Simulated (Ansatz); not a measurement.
CH6B2, SMILES `BCB` (charge 0, multiplicity 1).

Cartesian coordinates (Å):
SMILES: BCB
```xyz
9

B      1.2460    -0.1591    -0.2967
C     -0.1152     0.5792    -0.2210
B     -1.1676    -0.3743     0.4014
H      1.7831    -0.3688    -1.3455
H      1.7699    -0.5438     0.7086
H     -0.4257     1.0693    -1.1421
H      0.0543     1.3063     0.5947
H     -2.1391    -0.7136    -0.2098
H     -1.0057    -0.7952     1.5104
```
Charge 0, spin multiplicity 1.

Frozen-core energies in 6-31g from Ansatz (a quantum-chemistry and plane-wave program) at a geometry from PBE0-D3(BJ)/def2-TZVP; the HF reference has <S^2> = 0.00 and the T1 diagnostic is 0.011.

| level | energy (Ha) |
|---|---|
| HF | -90.65505 |
| MP2 | -90.84773 |
| CCSD | -90.88505 |
| CCSD(T) | -90.89046 |

Task: Estimate the energies of CCSDT, CCSDT(Q) and CCSDTQ, and give each level's difference from CCSDTQ.

Result: 
```csv
level,energy (Ha),difference from CCSDTQ (mHa)
MP2,-90.84773,43.71
CCSD,-90.88505,6.39
CCSD(T),-90.89046,0.98
CCSDT,-90.89126,0.18
CCSDT(Q),-90.89144,0.00
CCSDTQ,-90.89144,0.00
```
